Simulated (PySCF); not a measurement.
Exercise with solution: oscillator strength and radiative lifetime

C3H8O2Si, SMILES C/C=C/O[SiH2]O.

Coordinates come from a B3LYP-D3(BJ)/def2-SVP optimisation. The structure was generated by enumeration; whether it is a known compound was not checked. Other conformers were not sampled.

TDDFT-PBE/def2-SVPD (PySCF 2.14.0) puts the first singlet state with f over 0.02 at 4.81 eV (vertical), with the transition dipole (0.522, 0.199, 0.105) in atomic units.

Find the oscillator strength, the wavelength and the radiative lifetime that this transition would have in vacuum if emission retraced absorption.


|μ|² = 0.3231 au, so |μ| = 1.44 D. ΔE = 4.81/27.211 = 0.1768 hartree. f = (2/3) ΔE |μ|² = 0.038 (the program prints 0.038).
λ = 1239.84/4.81 = 258 nm; ν = 38795 cm⁻¹.
Einstein's coefficient A = 0.6670 ν² f s⁻¹ (ν in cm⁻¹) = 3.8e7 s⁻¹, so τ = 1/A = 26 ns. This state is S1. The figure is the radiative limit of this one transition; relaxation, internal conversion, crossing to triplets and a medium change what is measured.
